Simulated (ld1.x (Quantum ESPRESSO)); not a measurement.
What one change does to a pseudopotential (fluorine (F), RRKJ)

* Element: fluorine
* Generator: ld1.x (Quantum ESPRESSO) 7.5
* Type: norm-conserving RRKJ (Kleinman–Bylander form)
* Functional: PBE
* Relativity: scalar-relativistic
* Frozen core: [He]
* Valence charge: 7
* Reference configuration: 2s2 2p5
* Partial waves: 2p (bound): rc 1.35 bohr; 2s (bound): rc 0.50 bohr
* Local potential: the s channel
* Core correction: none
* rho0: 0.01

Change: wave 2s (bound): rc 0.50 bohr becomes 2s (bound): rc 0.58 bohr.

Cutoffs: the cutoffs (Ry, on a coarse ladder) from which the occupation-weighted sum of valence levels, in a spherical-Bessel basis at the reference potential, stays within 10 and 1 mRy of its value at 400 Ry; they do not see the model core or the augmentation charge, which bear on the density cutoff. Errors are all-electron minus pseudo energies relative to the spin-unpolarised reference configuration.

**Question.** Predict the effect on cutoff, ghosts and configuration errors.

**Answer.** Of the 7 tests that both files solve, the error grows in 1 and shrinks in 2 by more than 15 % and 0.3 meV (median size 36.0 → 17.6 meV); neither file shows a bound ghost.

| quantity | base | changed |
| --- | --- | --- |
| cutoff, loose | 300 Ry | 200 Ry |
| cutoff, tight | over 300 Ry | 260 Ry |
| loose cutoff by channel (10 mRy a level) | p 60 Ry, s 260 Ry | p 60 Ry, s 110 Ry |
| bound ghosts | none | none |
| error for 2s2 2p4, meV [ΔE 19.39 eV] | +20 | +18 |
| error for 2s2 2p3, meV [ΔE 57.78 eV] | +205 | +191 |
| error for 2s2 2p2, meV [ΔE 118.41 eV] | +893 | +852 |
| error for 2s1 2p5, meV [ΔE 38.49 eV] | -36 | -63 |
| error for 2s1 2p6, meV [ΔE 18.81 eV] | +49 | +14 |
| error for 2s2 2p5.3, meV [ΔE -2.67 eV] | +0.4 | +0.3 |
| error for 2s2 2p4.5, meV [ΔE 7.54 eV] | +2.2 | +1.8 |
| s: phases at 1.50 bohr within 0.05 rad from the reference energy up to (Ry; the scan ends near 5) | to the end of the scan | to the end of the scan |
| p: phases at 1.50 bohr within 0.05 rad from the reference energy up to (Ry; the scan ends near 5) | 4.0 | 4.0 |
